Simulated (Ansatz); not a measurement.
```yaml
crystal:
  periodic: [false, false, false]
  atoms:
    - {symbol: Ge, position_ang: [-0.001731, 0.020887, -0.245725]}
    - {symbol: I, position_ang: [0.207070, -0.428103, 2.205898]}
    - {symbol: H, position_ang: [-0.351107, 1.503485, -0.416763]}
    - {symbol: H, position_ang: [-1.095518, -0.865198, -0.710828]}
    - {symbol: H, position_ang: [1.315375, -0.355444, -0.874068]}
basis:
  gaussian: {orbitals: def2-TZVPD, nuclear_model: gaussian}
hamiltonian: {xc: {name: PBE}}
scf: {lower_state_search: off}
```

```sh
$ ansatz run in.yaml --threads 4 --pin off --events-out ev --progress --plain --max-ram 10444MiB
```

Output, abridged:

```
Functional definition: PBE
940 factors; their error is unknown
mean field evaluation 1: about -64658.7028 eV, gradient 2.5e1 eV
mean field evaluation 2: about -64658.9021 eV, gradient 2.9e1 eV
mean field evaluation 4: about -64659.5817 eV, gradient 1.0e0 eV
mean field evaluation 8: about -64659.5703 eV, gradient 1.5e-2 eV
mean field evaluation 16: about -64659.5703 eV, gradient 2.5e-6 eV
mean field -64659.57033769 eV, -2376.1953820792 hartree, gradient 2.5e-6 eV, S^2 0.000000; 0 other end points of the search recorded, 0 dependent functions left out
reference -64659.57038225 eV, -2376.1953837167 hartree; 30, 30 occupied and 110, 110 virtual orbitals, 940 factors
Total energy: -64659.57038225 eV, -2376.1953837167 hartree
Checks for a lower state left out: stability, starts, cluster_reference, orbital_swaps, neighbouring_geometries, increment
```

Run time 0.45 s (4 threads of an Intel Xeon Platinum 8488C on a shared host); peak host memory 0.31 GiB.
